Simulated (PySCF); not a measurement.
Nb: interval between two levels

Nb [Kr] 4d4 5s1 [6D9/2, M_J = 9/2] → Nb [Kr] 4d3 5s1 5p1 [6G13/2, M_J = 13/2], as a difference of total energies. Calculation: PySCF 2.14, in x2c-TZVPall-2c with one added diffuse shell each of s, p, d type (9s10p8d1f, 86 functions); the two-component X2C-1e Hamiltonian. Correlated levels: [Ar] 3d10 frozen; the 6 highest virtual spinors dropped. "Screened" scales the spin-orbit matrix elements by Boettger's factors to mimic the two-electron term; Breit and QED terms are absent.

```
                    method  interval between two levels (cm⁻¹)
           GHF (spin-free)                               11783
          GMP2 (spin-free)                               15990
 GHF (screened spin-orbit)                               12479
GMP2 (screened spin-orbit)                               16718
```

The labels give the starting determinants; with spin-orbit coupling the two ends relaxed to ⟨J²⟩ = 24.76, ⟨L²⟩ = 6.03, ⟨S²⟩ = 8.75 and ⟨J²⟩ = 48.77, ⟨L²⟩ = 20.05, ⟨S²⟩ = 8.75.
